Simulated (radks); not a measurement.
Values are calculated unless marked as measured or tabulated.
Problem. All-electron atom: Si+ in [Ne] 3s2 3p1 (the NIST ground configuration). Level of theory: Dirac Kohn-Sham, PBE, spin-unpolarised, spherical densities, finite nucleus; open shells fill j = l - 1/2 first; Fermi nuclear charge, rms radius 3.1224 fm (a radial shooting solver on a logarithmic mesh with Libxc functionals).

Spin-orbit splittings of the eigenvalues, e(l+1/2) - e(l-1/2), with zeta = 2 splitting/(2l+1) and mean radii in bohr:

| shell | occ. | splitting (eV) | zeta (eV) | <r> j=l-1/2 | <r> j=l+1/2 |
|---|---|---|---|---|---|
| 2p | 6 | 0.6480 | 0.4320 | 0.5357 | 0.5379 |
| 3p | 1 | ? | ? | 2.454 | 2.461 |

Estimate the 3p splitting.

Solution. 0.04114 eV (zeta = 0.02743 eV).
